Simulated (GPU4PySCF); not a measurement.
diphenyl sulfone (C₁₂H₁₀O₂S), SMILES O=S(=O)(c1ccccc1)c1ccccc1. Geometry: PBE-D3(BJ)/def2-TZVP. One conformer was computed; it need not be the lowest.

Computed equilibrium geometry at PBE-D3(BJ)/def2-TZVP (GPU4PySCF confirms it by a frequency run) as a Z-matrix, and its point group (one conformer of several):
point group C2.
```
C
C 1 1.3967
H 2 1.0902 1 119.58
C 2 1.3950 3 121.38 1 -178.65
H 4 1.0910 2 119.77 3 -0.93
C 1 1.3967 2 121.44 3 -178.26
H 6 1.0902 1 119.59 2 178.26
C 6 1.3949 7 121.37 1 178.65
H 8 1.0910 6 119.77 7 0.93
C 4 1.3976 5 120.14 2 -179.61
H 10 1.0911 4 119.84 5 -0.34
S 1 1.7905 2 119.28 3 1.56
O 12 1.4576 1 107.64 2 -23.37
O 12 1.4576 13 121.67 3 143.66
C 12 1.7905 13 107.65 14 124.75
C 15 1.3967 12 119.28 13 -156.16
H 16 1.0902 15 119.58 12 1.56
C 16 1.3950 17 121.38 15 -178.65
H 18 1.0910 16 119.77 17 -0.93
C 15 1.3967 16 121.44 17 -178.26
H 20 1.0902 15 119.59 16 178.26
C 20 1.3949 21 121.37 15 178.65
H 22 1.0910 20 119.77 21 0.93
C 18 1.3976 19 120.14 16 -179.61
H 24 1.0911 18 119.84 19 -0.34
```
Charge 0, spin multiplicity 1.
